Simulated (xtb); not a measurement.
C₄H₃Cl₂F, SMILES F[C@H](C(Cl)Cl)C#C. All values are semi-empirical tight-binding results from xtb (GFN2-xTB unless named), good for trends rather than for accurate numbers. Geometry optimised at GFN2-xTB. The structure was generated by enumeration; whether it is a known compound was not checked. One conformer was computed; it need not be the lowest.

Optimised geometry:

```xyz
10

C      2.6604    -0.1692    -0.1845
C      1.5565    -0.6265    -0.1368
C      0.2077    -1.1620    -0.1236
F     -0.0824    -1.7831    -1.3209
C     -0.8423    -0.0685     0.1114
Cl    -0.6010     1.2978    -0.9984
Cl    -0.7310     0.4889     1.7923
H      3.6319     0.2267    -0.2051
H      0.1083    -1.9337     0.6548
H     -1.8482    -0.4610    -0.0559
```
Charge 0, spin multiplicity 1.

Estimate the properties. (Estimate from the structure and the level; the computed values follow.)


orbital gap: 6.06 eV
dipole moment: 1.42 D
zero-point energy: 35.1 kcal/mol
G − E(el) at 298.15 K (modified RRHO): 14.1 kcal/mol
static polarisability (D4 model): 72.0 bohr³
solvation energy, GFN2-xTB/ALPB(water): -3.5 kcal/mol
solvation energy, GFN2-xTB/ALPB(dmf): -7.0 kcal/mol

Give the atomic charges and the Wiberg bond orders between heavy atoms. (The exact figures need the calculation; the answer reports its results.)

charges (e) C1 -0.07, C2 -0.01, C3 0.16, F4 -0.23, C5 0.13, Cl6 -0.13, Cl7 -0.14, H8 0.11, H9 0.08, H10 0.10. Bond orders C1–C2 2.91, C2–C3 1.03, C3–F4 0.93, C3–C5 0.97, C5–Cl6 0.98, C5–Cl7 0.97.
